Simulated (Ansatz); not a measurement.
Gas-phase reaction R1 → 2 P1, each structure at its B3LYP-D3(BJ)/def2-TZVP stationary point, reached from a drawn start (curvature not checked).
R1: Cl2 (SMILES ClCl), charge 0, multiplicity 1.
P1: Cl atom, charge 0, multiplicity 2.

P less R. No zero-point or thermal terms; singlets are restricted closed shells; open shells are unrestricted; no spin–orbit coupling.

Frozen-core correlation throughout.

Run with Ansatz (a quantum-chemistry and plane-wave program). Each number belongs to the level named beside it.

One of these levels gives 2.052 eV for the reaction energy. Which?
(A) BHLYP/def2-TZVPP
(B) revPBE/def2-TZVPP
(C) CCSD/cc-pV(D+d)Z

A, BHLYP/def2-TZVPP. The others give 2.614 (revPBE/def2-TZVPP), 1.764 (CCSD/cc-pV(D+d)Z)
